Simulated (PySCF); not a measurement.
PBE on Rh⁻ (rhodium, charge -1), [Kr] 4d8 5s2, high-spin 3F determinant. Computed with PySCF 2.14 in x2c-TZVPPall with one added diffuse shell each of s, p, d, f type (9s7p7d3f1g, 95 functions), with the spin-free X2C one-electron Hamiltonian (Gaussian nucleus).

```
cycle= 1 E= -4783.2453535921  delta_E= -0.0279  |g|= 0.109  |ddm|= 0.691
cycle= 2 E= -4783.24017903569  delta_E= 0.00517  |g|= 0.174  |ddm|= 0.149
cycle= 3 E= -4783.24661524051  delta_E= -0.00644  |g|= 0.036  |ddm|= 0.14
cycle= 4 E= -4783.24722228559  delta_E= -0.000607  |g|= 0.00632  |ddm|= 0.0731
cycle= 5 E= -4783.24724425682  delta_E= -2.2e-05  |g|= 0.000137  |ddm|= 0.0117
cycle= 6 E= -4783.24724426939  delta_E= -1.26e-08  |g|= 1.18e-05  |ddm|= 0.000585
cycle= 7 E= -4783.24724426958  delta_E= -1.89e-10  |g|= 7.19e-06  |ddm|= 0.000107
converged SCF energy = -4783.24724426958  <S^2> = 2.0121424  2S+1 = 3.008084
```

Highest occupied orbital energy: 1.055 eV; ⟨L²⟩ = 12.02; populations by l: s 10.00, p 18.00, d 18.00, f 0.00.

(1) Can this result be used?

Answers

(1) With care. The calculation finished and met its thresholds. At PBE the highest occupied level has a positive energy, so only the finite basis holds that electron; in a semilocal or global hybrid functional this comes from self-interaction and does not mean that the real anion is unbound.
